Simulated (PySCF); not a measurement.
Mg(H)(Et) (C₂H₆Mg), SMILES C[CH2][MgH]. Atoms are numbered in the order given.

```xyz
9

Mg    -0.0934    -1.4424     0.0000
H     -0.6925    -3.0455     0.0000
C      0.6388     0.5358     0.0000
C     -0.4181     1.6575     0.0000
H      1.2982     0.6645    -0.8699
H      1.2982     0.6645     0.8699
H     -1.0690     1.6038     0.8790
H     -1.0690     1.6038    -0.8790
H      0.0312     2.6584     0.0000
```
Charge 0, spin multiplicity 1.

Geometry: TPSSh-D3(BJ)/def2-TZVP.

Calculation: ωB97X/def2-TZVPD (PySCF).

Mulliken values depend strongly on the basis, most of all with diffuse functions as here. ESP charges are fitted to the potential on shells at 1.4 to 2.0 van der Waals radii. Atomic charges (e):

```tsv
atom	ESP fit	Mulliken	meta-Löwdin
Mg1	0.71	0.55	1.16
H2	-0.42	-0.24	-0.52
C3	-0.23	-0.67	-0.76
C4	-0.03	-0.88	?
H5	-0.02	0.26	?
H6	-0.02	0.26	?
H7	-0.01	0.23	?
H8	-0.01	0.23	?
H9	0.01	0.26	?
```

Task: Some entries are withheld; supply them. (The exact figures need the calculation; the answer reports its results.)

Result: 
- C4, meta-Löwdin: -0.32
- H5, meta-Löwdin: 0.08
- H6, meta-Löwdin: 0.08
- H7, meta-Löwdin: 0.09
- H8, meta-Löwdin: 0.09
- H9, meta-Löwdin: 0.10
